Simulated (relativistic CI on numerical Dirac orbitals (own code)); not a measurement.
How well does a small relativistic CI reproduce Sm2+?

Method of calculation: Dirac-Coulomb-Breit CI, KLI orbitals optimised for each configuration, model QED, valence Slater integrals scaled by 0.85, configuration energies shifted to the measured levels that pair with them (semi-empirical) (own radial code, finite nucleus).

Configuration list (outside the closed core [Xe]): 4f6, 4f5 5d, 4f5 6s, 4f4 5d2, 4f4 6s2, 4f5 7s, 4f5 6d. Levels of other configurations are missing.

| Configuration | Term (tabulated) | J | Measured (cm⁻¹) | Computed | Error | Purity (%) |
| --- | --- | --- | --- | --- | --- | --- |
| 4f6 | 7F | 0 | 0.0 | 0 | 0 | 92 |
| 4f6 | 7F | 1 | 293.4 | 302 | 9 | 93 |
| 4f6 | 7F | 2 | 813.5 | 836 | 23 | 95 |
| 4f6 | 7F | 3 | 1492.7 | 1529 | 37 | 96 |
| 4f6 | 7F | 4 | 2277.9 | 2325 | 47 | 97 |
| 4f6 | 7F | 5 | 3131.5 | 3186 | 54 | 96 |
| 4f6 | 7F | 6 | 4027.0 | 4082 | 55 | 95 |
| 4f5 5d | 7H° | 2 | 26283.5 | 26335 | 52 | 87 |
| 4f5 5d | 7F° | 1 | 27885.9 | 27909 | 23 | 64 |
| 4f5 5d | 7F° | 2 | 28228.8 | 28206 | -23 | 64 |
| 4f5 5d | 7F° | 3 | 29121.4 | 28890 | -231 | 68 |
| 4f5 5d | 7H° | 5 | 29377.3 | 29234 | -144 | 59 |
| 4f5 5d | 7F° | 4 | 30198.9 | 29929 | -269 | 75 |
| 4f5 5d | 7F° | 5 | 31376.6 | 31245 | -132 | 86 |
| 4f5 5d | 7G° | 4 | 32598.8 | 31818 | -781 | 89 |
| 4f5 5d | 7F° | 6 | 32868.0 | 32694 | -174 | 94 |
| 4f5 5d | 7G° | 5 | 33771.9 | 32806 | -966 | 94 |
| 4f5 5d | 7F° | 3 | 35928.0 | 37588 | 1660 | 92 |
| 4f5 5d | 7F° | 4 | 36826.1 | 38361 | 1535 | 90 |
| 4f5 5d | 7D° | 2 | 36931.9 | 38021 | 1089 | 85 |
| 4f5 5d | 7D° | 3 | 37715.9 | 38741 | 1025 | 76 |
| 4f5 5d | 7F° | 6 | 38758.0 | 40361 | 1603 | 64 |
| 4f5 5d | 7D° | 5 | 39666.8 | 40832 | 1165 | 89 |

Measured levels from Martin, Zalubas and Hagan, Atomic Energy Levels: The Rare-Earth Elements, NSRDS-NBS 60 (1978); pairs were made by configuration, J and term (by order where the table uses no LS term), so strongly mixed levels may be paired wrongly.

Mean error by configuration (cm⁻¹): 4f6 38; 4f5 5d 339. Over the excited levels the mean absolute error is 504 cm⁻¹ (22 of the 28 excited levels that our extract of the source holds in range could be paired, and the others can miss by more), and the median relative error of those above 1,000 cm⁻¹ is 1.9 %, both after the shifts were fitted to these levels, so that a configuration with one level shows no error. Some levels of the ground configuration have no partner.

Configurations whose levels could be paired with our table of measured levels were shifted onto them, all but the ground configuration, by the median error of their levels; single terms can still be off by 1,000 to 2,000 cm⁻¹ or more, and rates follow the energies as ν³ (E1, M1) or ν⁵ (E2). The others borrow a shift and can be off by several thousand cm⁻¹ or more. The fine structure of a lone outer electron comes out too small, for d and f at times inverted, and misplaced configurations move strength between like terms. 22 of the 28 excited levels that our extract of the measured tables holds in this range could be paired (the sources list more); they are missed by 504 cm⁻¹ on average and 1660 at most, after the shifts were fitted to these levels, and levels without a partner can miss by more. Some levels of the ground configuration have no partner and can miss by 10 % or more.

Shifts applied (cm⁻¹): 4f6 0; 4f5 5d 11314.
